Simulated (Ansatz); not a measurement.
```yaml
atoms:
  - { symbol: C, position_ang: [0.0000, 0.6250, -1.2300] }
  - { symbol: C, position_ang: [0.0000, -0.6250, -1.2300] }
  - { symbol: C, position_ang: [0.0000, 1.4600, -0.1300] }
  - { symbol: C, position_ang: [0.0000, -1.4600, -0.1300] }
  - { symbol: C, position_ang: [0.0000, 0.7000, 1.0500] }
  - { symbol: C, position_ang: [0.0000, -0.7000, 1.0500] }
  - { symbol: H, position_ang: [0.0000, 2.5492, -0.1720] }
  - { symbol: H, position_ang: [0.0000, -2.5492, -0.1720] }
  - { symbol: H, position_ang: [0.0000, 1.2219, 2.0069] }
  - { symbol: H, position_ang: [0.0000, -1.2219, 2.0069] }
```

Basis set: 6-31G* (spherical functions). Correlated methods keep 6 orbitals frozen. Charge 0, multiplicity 1.

Computed with Ansatz (development build ahead of 0.2.0); each method stands on the lowest determinant of its kind that the runs found. Restricted open shells among the atoms or ions are ROHF, correlated in semicanonical orbitals with singles.

The atomization energy at this shape (free ground-state atoms in the same class of orbitals less the molecule, no zero-point energy) of singlet C₆H₄:

```
method  atomization energy
   RHF     834.40 kcal/mol
```

(1) What does RHF-MP2 give?

Results:

(1) 1111.60 kcal/mol.
